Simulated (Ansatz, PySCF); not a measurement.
This PySCF input computes a PBE0/def2-TZVPD energy:

```python
from pyscf import gto, scf, dft

mol = gto.M(
    atom='''
    F    -0.92925186    1.15465576   -0.28867094
    C    -0.47716006    0.04464233    0.31775044
    F    -1.09408911   -1.01463247   -0.23142999
    Cl    1.28023052   -0.09512174    0.08181567
    H    -0.69088967    0.08900590    1.38353929
    ''',
    basis='def2-tzvpd',
    charge=0,
    spin=0,
    verbose=4,
)

mf = dft.RKS(mol, xc='pbe0').density_fit(auxbasis='def2-universal-jkfit')
mf.grids.level = 3
mf.conv_tol = 1e-9
mf.max_cycle = 100
mf.max_memory = 1500
mf.kernel()
if not mf.converged:
    mf = mf.newton()
    mf.kernel(mf.make_rdm1())
mf.analyze()
```

Question: Write an input for the same energy in Ansatz (a first-principles code) and say what it gives.

Answer: 
Ansatz 0.2 input:
```yaml
crystal:
  periodic: [false, false, false]
  atoms:
    - {symbol: F, position_ang: [-0.92925186, 1.15465576, -0.28867094]}
    - {symbol: C, position_ang: [-0.47716006, 0.04464233, 0.31775044]}
    - {symbol: F, position_ang: [-1.09408911, -1.01463247, -0.23142999]}
    - {symbol: Cl, position_ang: [1.28023052, -0.09512174, 0.08181567]}
    - {symbol: H, position_ang: [-0.69088967, 0.08900590, 1.38353929]}
basis:
  gaussian:
    orbitals: def2-TZVPD
hamiltonian:
  xc: {name: PBE0}
output: {forces: true}
```
It gives -698.32547 Eh, and PySCF -698.32551 Eh, a difference of 0.04 mEh, from the treatment of integrals and grids.
